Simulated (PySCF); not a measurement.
CH4AlFS, SMILES [CH3][Al]([F])[SH].

Geometry: B3LYP-D3(BJ)/def2-SVP. The values are those of a single conformer.

The numbers are results of B3LYP-D3(BJ)/def2-SVP run with PySCF, not measurements.

Frequencies are harmonic and unscaled.

```csv
mode,ν (cm⁻¹),IR (km/mol),Raman (Å⁴/amu),depolarisation,moving atoms (share of kinetic energy)
1,41,0.0,0.0,–,H 97 %
2,150,4.8,2.3,0.58,"C 27 %, H 23 %, S 20 %, Al 17 %, F 13 %"
3,201,17.2,1.1,0.73,"F 54 %, S 18 %, C 10 %, Al 9 %, H 9 %"
4,206,34.3,0.3,0.75,"Al 56 %, H 22 %, F 11 %"
5,264,2.4,2.7,0.75,H 89 %
6,445,17.0,19.4,0.15,"S 42 %, Al 18 %, C 18 %, H 11 %, F 10 %"
7,621,7.6,10.1,0.50,"H 68 %, C 21 %, Al 8 %"
8,651,47.5,2.5,0.75,"H 76 %, C 18 %"
9,694,64.2,3.1,0.46,"H 45 %, Al 24 %, C 14 %, S 9 %, F 8 %"
10,702,93.7,1.1,0.73,"H 60 %, C 20 %, Al 16 %"
11,880,127.4,0.3,0.51,"Al 48 %, F 45 %"
12,1221,19.8,2.7,0.04,"H 79 %, C 20 %"
13,1426,2.5,12.2,0.73,H 95 %
14,1427,1.6,8.7,0.75,H 95 %
15,2665,2.1,110.0,0.31,H 97 %
16,3024,1.9,136.0,0.01,H 97 %
17,3108,2.6,102.1,0.75,"H 91 %, C 9 %"
18,3126,4.6,77.9,0.75,"H 91 %, C 9 %"
```
